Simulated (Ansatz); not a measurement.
**Molecular dynamics of CH₅Cl₂InO**

Input file:

```yaml
crystal:
  periodic: [false, false, false]
  atoms:
    - { symbol: In, position_ang: [-0.138947, -1.234422, -0.17198] }
    - { symbol: O, position_ang: [-1.690565, 0.243559, -0.024342] }
    - { symbol: Cl, position_ang: [0.315148, -1.902062, -2.386556] }
    - { symbol: Cl, position_ang: [-0.045709, -2.779716, 1.597512] }
    - { symbol: H, position_ang: [-0.544595, 0.775971, 0.119718] }
    - { symbol: C, position_ang: [0.825298, 0.944481, 0.345634] }
    - { symbol: H, position_ang: [-2.216226, 0.488332, -0.802875] }
    - { symbol: H, position_ang: [0.68883, 1.493687, 1.291251] }
    - { symbol: H, position_ang: [1.073096, 1.639511, -0.471809] }
    - { symbol: H, position_ang: [1.733671, 0.330558, 0.503446] }
basis:
  gaussian: { orbitals: def2-SVP }
hamiltonian:
  xc: b3lyp
md:
  timestep: 0.5
  n_steps: 200
  ensemble: nve
  temperature: 300.0
  initial_velocities: maxwell_boltzmann
  seed: 4167
```

Launched with:

```bash
$ ansatz run input.yaml --threads 2 --pin off --max-ram 3072MiB --backend cpu --events-out ev --progress --plain --runs-dir out
```

It starts at the highest image of a converged band. Of that band: Neighbouring images differ by up to 1.2 eV, so the band resolves the path poorly. A vibrational analysis at the climbing image gives 2 clearly imaginary modes (1474i, 78i cm⁻¹): a point of higher order, so a lower path passes nearby.

Output, in part (one step line in 3, the closing report, with atoms numbered from 0):

```
md step     0: t =     0.00 fs  T =   300.0 K  F+E_penalty+E_count = -33378.92195106 eV  E_kin = 0.310224 eV  conserved = -33378.61172706 eV  (28 SCF iters)
md step     3: t =     1.50 fs  T =   259.7 K  F+E_penalty+E_count = -33378.87944101 eV  E_kin = 0.268524 eV  conserved = -33378.61091740 eV  (30 SCF iters)
md step     6: t =     3.00 fs  T =   221.8 K  F+E_penalty+E_count = -33378.83999414 eV  E_kin = 0.229344 eV  conserved = -33378.61065042 eV  (25 SCF iters)
md step     9: t =     4.50 fs  T =   220.3 K  F+E_penalty+E_count = -33378.83896079 eV  E_kin = 0.227757 eV  conserved = -33378.61120360 eV  (32 SCF iters)
md step    12: t =     6.00 fs  T =   203.8 K  F+E_penalty+E_count = -33378.82141199 eV  E_kin = 0.210711 eV  conserved = -33378.61070068 eV  (32 SCF iters)
md step    15: t =     7.50 fs  T =   219.6 K  F+E_penalty+E_count = -33378.83761258 eV  E_kin = 0.227114 eV  conserved = -33378.61049849 eV  (32 SCF iters)
md step    18: t =     9.00 fs  T =   290.6 K  F+E_penalty+E_count = -33378.91162467 eV  E_kin = 0.300522 eV  conserved = -33378.61110244 eV  (29 SCF iters)
md step    21: t =    10.50 fs  T =   353.3 K  F+E_penalty+E_count = -33378.97696222 eV  E_kin = 0.365356 eV  conserved = -33378.61160666 eV  (31 SCF iters)
md step    24: t =    12.00 fs  T =   352.5 K  F+E_penalty+E_count = -33378.97615932 eV  E_kin = 0.364462 eV  conserved = -33378.61169767 eV  (31 SCF iters)
md step    27: t =    13.50 fs  T =   310.4 K  F+E_penalty+E_count = -33378.93140122 eV  E_kin = 0.320934 eV  conserved = -33378.61046699 eV  (31 SCF iters)
md step    30: t =    15.00 fs  T =   350.5 K  F+E_penalty+E_count = -33378.97353795 eV  E_kin = 0.362479 eV  conserved = -33378.61105856 eV  (33 SCF iters)
md step    33: t =    16.50 fs  T =   419.3 K  F+E_penalty+E_count = -33379.04536417 eV  E_kin = 0.433596 eV  conserved = -33378.61176825 eV  (32 SCF iters)
md step    36: t =    18.00 fs  T =   432.9 K  F+E_penalty+E_count = -33379.05854308 eV  E_kin = 0.447603 eV  conserved = -33378.61093963 eV  (32 SCF iters)
md step    39: t =    19.50 fs  T =   483.0 K  F+E_penalty+E_count = -33379.10966732 eV  E_kin = 0.499458 eV  conserved = -33378.61020915 eV  (33 SCF iters)
md step    42: t =    21.00 fs  T =   643.3 K  F+E_penalty+E_count = -33379.27666565 eV  E_kin = 0.665205 eV  conserved = -33378.61146073 eV  (31 SCF iters)
md step    45: t =    22.50 fs  T =   776.3 K  F+E_penalty+E_count = -33379.41516118 eV  E_kin = 0.802763 eV  conserved = -33378.61239794 eV  (31 SCF iters)
md step    48: t =    24.00 fs  T =   788.1 K  F+E_penalty+E_count = -33379.42598826 eV  E_kin = 0.814983 eV  conserved = -33378.61100512 eV  (31 SCF iters)
md step    51: t =    25.50 fs  T =   835.1 K  F+E_penalty+E_count = -33379.47429911 eV  E_kin = 0.863564 eV  conserved = -33378.61073550 eV  (31 SCF iters)
md step    54: t =    27.00 fs  T =   939.4 K  F+E_penalty+E_count = -33379.58367420 eV  E_kin = 0.971463 eV  conserved = -33378.61221104 eV  (32 SCF iters)
md step    57: t =    28.50 fs  T =   961.4 K  F+E_penalty+E_count = -33379.60515394 eV  E_kin = 0.994127 eV  conserved = -33378.61102695 eV  (32 SCF iters)
md step    60: t =    30.00 fs  T =   998.7 K  F+E_penalty+E_count = -33379.64357351 eV  E_kin = 1.032783 eV  conserved = -33378.61079098 eV  (32 SCF iters)
md step    63: t =    31.50 fs  T =  1094.5 K  F+E_penalty+E_count = -33379.74298695 eV  E_kin = 1.131759 eV  conserved = -33378.61122832 eV  (31 SCF iters)
md step    66: t =    33.00 fs  T =  1190.8 K  F+E_penalty+E_count = -33379.84337103 eV  E_kin = 1.231418 eV  conserved = -33378.61195346 eV  (31 SCF iters)
md step    69: t =    34.50 fs  T =  1205.8 K  F+E_penalty+E_count = -33379.85875593 eV  E_kin = 1.246932 eV  conserved = -33378.61182346 eV  (31 SCF iters)
md step    72: t =    36.00 fs  T =  1166.3 K  F+E_penalty+E_count = -33379.81699025 eV  E_kin = 1.206086 eV  conserved = -33378.61090403 eV  (32 SCF iters)
md step    75: t =    37.50 fs  T =  1157.7 K  F+E_penalty+E_count = -33379.80886278 eV  E_kin = 1.197122 eV  conserved = -33378.61174038 eV  (32 SCF iters)
md step    78: t =    39.00 fs  T =  1110.7 K  F+E_penalty+E_count = -33379.75991670 eV  E_kin = 1.148515 eV  conserved = -33378.61140193 eV  (32 SCF iters)
md step    81: t =    40.50 fs  T =  1052.4 K  F+E_penalty+E_count = -33379.69885684 eV  E_kin = 1.088224 eV  conserved = -33378.61063260 eV  (32 SCF iters)
md step    84: t =    42.00 fs  T =  1067.1 K  F+E_penalty+E_count = -33379.71453614 eV  E_kin = 1.103498 eV  conserved = -33378.61103833 eV  (32 SCF iters)
md step    87: t =    43.50 fs  T =  1104.7 K  F+E_penalty+E_count = -33379.75447180 eV  E_kin = 1.142365 eV  conserved = -33378.61210706 eV  (25 SCF iters)
md step    90: t =    45.00 fs  T =  1055.1 K  F+E_penalty+E_count = -33379.70237808 eV  E_kin = 1.091029 eV  conserved = -33378.61134874 eV  (25 SCF iters)
md step    93: t =    46.50 fs  T =  1009.4 K  F+E_penalty+E_count = -33379.65440892 eV  E_kin = 1.043791 eV  conserved = -33378.61061777 eV  (29 SCF iters)
md step    96: t =    48.00 fs  T =  1028.6 K  F+E_penalty+E_count = -33379.67585151 eV  E_kin = 1.063649 eV  conserved = -33378.61220292 eV  (24 SCF iters)
md step    99: t =    49.50 fs  T =   976.6 K  F+E_penalty+E_count = -33379.62071992 eV  E_kin = 1.009898 eV  conserved = -33378.61082223 eV  (24 SCF iters)
md step   102: t =    51.00 fs  T =   973.1 K  F+E_penalty+E_count = -33379.61673796 eV  E_kin = 1.006286 eV  conserved = -33378.61045230 eV  (24 SCF iters)
md step   105: t =    52.50 fs  T =  1065.7 K  F+E_penalty+E_count = -33379.71354341 eV  E_kin = 1.102036 eV  conserved = -33378.61150763 eV  (25 SCF iters)
md step   108: t =    54.00 fs  T =  1144.0 K  F+E_penalty+E_count = -33379.79443564 eV  E_kin = 1.182945 eV  conserved = -33378.61149066 eV  (25 SCF iters)
md step   111: t =    55.50 fs  T =  1190.7 K  F+E_penalty+E_count = -33379.84278134 eV  E_kin = 1.231271 eV  conserved = -33378.61151019 eV  (25 SCF iters)
md step   114: t =    57.00 fs  T =  1216.4 K  F+E_penalty+E_count = -33379.86912058 eV  E_kin = 1.257814 eV  conserved = -33378.61130633 eV  (25 SCF iters)
md step   117: t =    58.50 fs  T =  1225.1 K  F+E_penalty+E_count = -33379.87882613 eV  E_kin = 1.266902 eV  conserved = -33378.61192427 eV  (30 SCF iters)
md step   120: t =    60.00 fs  T =  1170.4 K  F+E_penalty+E_count = -33379.82149143 eV  E_kin = 1.210312 eV  conserved = -33378.61117923 eV  (31 SCF iters)
md step   123: t =    61.50 fs  T =  1124.4 K  F+E_penalty+E_count = -33379.77345951 eV  E_kin = 1.162719 eV  conserved = -33378.61074093 eV  (31 SCF iters)
md step   126: t =    63.00 fs  T =  1143.6 K  F+E_penalty+E_count = -33379.79373336 eV  E_kin = 1.182618 eV  conserved = -33378.61111546 eV  (31 SCF iters)
md step   129: t =    64.50 fs  T =  1177.4 K  F+E_penalty+E_count = -33379.82936006 eV  E_kin = 1.217510 eV  conserved = -33378.61184967 eV  (31 SCF iters)
md step   132: t =    66.00 fs  T =  1147.2 K  F+E_penalty+E_count = -33379.79771377 eV  E_kin = 1.186335 eV  conserved = -33378.61137839 eV  (31 SCF iters)
md step   135: t =    67.50 fs  T =  1115.3 K  F+E_penalty+E_count = -33379.76388648 eV  E_kin = 1.153269 eV  conserved = -33378.61061711 eV  (31 SCF iters)
md step   138: t =    69.00 fs  T =  1143.1 K  F+E_penalty+E_count = -33379.79439919 eV  E_kin = 1.182065 eV  conserved = -33378.61233422 eV  (31 SCF iters)
md step   141: t =    70.50 fs  T =  1072.0 K  F+E_penalty+E_count = -33379.71997505 eV  E_kin = 1.108496 eV  conserved = -33378.61147914 eV  (31 SCF iters)
md step   144: t =    72.00 fs  T =   984.6 K  F+E_penalty+E_count = -33379.62826494 eV  E_kin = 1.018144 eV  conserved = -33378.61012057 eV  (33 SCF iters)
md step   147: t =    73.50 fs  T =  1017.0 K  F+E_penalty+E_count = -33379.66321974 eV  E_kin = 1.051662 eV  conserved = -33378.61155777 eV  (32 SCF iters)
md step   150: t =    75.00 fs  T =  1032.6 K  F+E_penalty+E_count = -33379.67944219 eV  E_kin = 1.067818 eV  conserved = -33378.61162460 eV  (31 SCF iters)
md step   153: t =    76.50 fs  T =  1008.3 K  F+E_penalty+E_count = -33379.65346020 eV  E_kin = 1.042663 eV  conserved = -33378.61079724 eV  (33 SCF iters)
md step   156: t =    78.00 fs  T =  1039.0 K  F+E_penalty+E_count = -33379.68527839 eV  E_kin = 1.074359 eV  conserved = -33378.61091903 eV  (30 SCF iters)
md step   159: t =    79.50 fs  T =  1100.3 K  F+E_penalty+E_count = -33379.74992311 eV  E_kin = 1.137778 eV  conserved = -33378.61214554 eV  (31 SCF iters)
md step   162: t =    81.00 fs  T =  1074.7 K  F+E_penalty+E_count = -33379.72250949 eV  E_kin = 1.111298 eV  conserved = -33378.61121174 eV  (31 SCF iters)
md step   165: t =    82.50 fs  T =  1054.6 K  F+E_penalty+E_count = -33379.70107032 eV  E_kin = 1.090528 eV  conserved = -33378.61054236 eV  (33 SCF iters)
md step   168: t =    84.00 fs  T =  1118.0 K  F+E_penalty+E_count = -33379.76754660 eV  E_kin = 1.156133 eV  conserved = -33378.61141357 eV  (33 SCF iters)
md step   171: t =    85.50 fs  T =  1177.0 K  F+E_penalty+E_count = -33379.82873681 eV  E_kin = 1.217067 eV  conserved = -33378.61166989 eV  (32 SCF iters)
md step   174: t =    87.00 fs  T =  1191.0 K  F+E_penalty+E_count = -33379.84293274 eV  E_kin = 1.231567 eV  conserved = -33378.61136535 eV  (31 SCF iters)
md step   177: t =    88.50 fs  T =  1207.0 K  F+E_penalty+E_count = -33379.85882772 eV  E_kin = 1.248110 eV  conserved = -33378.61071763 eV  (32 SCF iters)
md step   180: t =    90.00 fs  T =  1279.2 K  F+E_penalty+E_count = -33379.93478870 eV  E_kin = 1.322780 eV  conserved = -33378.61200911 eV  (31 SCF iters)
md step   183: t =    91.50 fs  T =  1272.5 K  F+E_penalty+E_count = -33379.92804536 eV  E_kin = 1.315847 eV  conserved = -33378.61219842 eV  (31 SCF iters)
md step   186: t =    93.00 fs  T =  1182.4 K  F+E_penalty+E_count = -33379.83292968 eV  E_kin = 1.222725 eV  conserved = -33378.61020489 eV  (32 SCF iters)
md step   189: t =    94.50 fs  T =  1204.3 K  F+E_penalty+E_count = -33379.85671400 eV  E_kin = 1.245389 eV  conserved = -33378.61132457 eV  (32 SCF iters)
md step   192: t =    96.00 fs  T =  1233.2 K  F+E_penalty+E_count = -33379.88758639 eV  E_kin = 1.275229 eV  conserved = -33378.61235706 eV  (31 SCF iters)
md step   195: t =    97.50 fs  T =  1147.4 K  F+E_penalty+E_count = -33379.79765366 eV  E_kin = 1.186541 eV  conserved = -33378.61111295 eV  (28 SCF iters)
md step   198: t =    99.00 fs  T =  1082.8 K  F+E_penalty+E_count = -33379.73010700 eV  E_kin = 1.119657 eV  conserved = -33378.61044996 eV  (31 SCF iters)
md step   200: t =   100.00 fs  T =  1097.1 K  F+E_penalty+E_count = -33379.74609576 eV  E_kin = 1.134488 eV  conserved = -33378.61160731 eV  (28 SCF iters)
Total energy: -33379.74641517 eV, -1226.6830551528 hartree
Atom 0 at    -0.507157    -1.383152    -0.264642 Å, force     2.533040    -2.089317    -0.303271 eV/Å
Atom 1 at    -2.000176    -0.288828     0.031684 Å, force    -2.199862     1.403439     0.725098 eV/Å
Atom 2 at     0.665437    -1.873742    -2.263519 Å, force    -0.161661     0.166369     0.158183 eV/Å
Atom 3 at     0.193869    -2.705224     1.578133 Å, force    -0.104536     0.206451    -0.241798 eV/Å
Atom 4 at     2.541342     3.051550     1.481236 Å, force     0.145202     0.978347     0.929336 eV/Å
Atom 5 at     2.441060     2.338632     0.696238 Å, force    -0.231416    -1.453522    -0.133531 eV/Å
Atom 6 at    -2.102309     0.537822    -0.440741 Å, force    -0.050968     0.332108    -0.339548 eV/Å
Atom 7 at     3.423975     2.279584     0.161158 Å, force    -0.836702    -0.208022     0.131503 eV/Å
Atom 8 at     1.588802     2.651103     0.069812 Å, force     0.335286    -0.008389    -0.250971 eV/Å
Atom 9 at     2.140937     1.371446     1.210608 Å, force     0.571617     0.672537    -0.675001 eV/Å
Dipole moment:    -0.175439     0.562672    -0.191272 e Å
```

All steps were run. The conserved energy stayed within 0.16 meV per atom of its start (net change 0.012 meV per atom), so the integration is sound. The system heated up, since it started high on the potential surface and ran downhill. A run of 0.1 ps of so small a system gives no equilibrium averages. The orbitals stay closed-shell, which can raise the energy where a bond breaks towards radicals; this wasn't checked here.

The step under study would form In1–C6, O2–H5 and break In1–O2, H5–C6. These pairs go: In1–C6 2.44 → 4.84 Å, O2–H5 1.27 → 5.82 Å, In1–O2 2.15 → 1.87 Å, H5–C6 1.40 → 1.07 Å. In the last frame they stand as before the step (other bonds may differ from the relaxed reactants and products). Also parted: In1–H5 2.07 → 5.66 Å. It ends as CH4 + Cl2HInO. Pairs count as bonded within 1.25 times the sum of covalent radii (0.12 Å more for H–H).

Last frame:

```xyz
10
Properties=species:S:1:pos:R:3
In -0.507 -1.383 -0.265
O -2.000 -0.289 0.032
Cl 0.665 -1.874 -2.264
Cl 0.194 -2.705 1.578
H 2.541 3.052 1.481
C 2.441 2.339 0.696
H -2.102 0.538 -0.441
H 3.424 2.280 0.161
H 1.589 2.651 0.070
H 2.141 1.371 1.211
```

The run took 11 min on 2 threads of AMD EPYC 7B13 (Zen 3), on a shared host, peak memory 0.32 GiB.
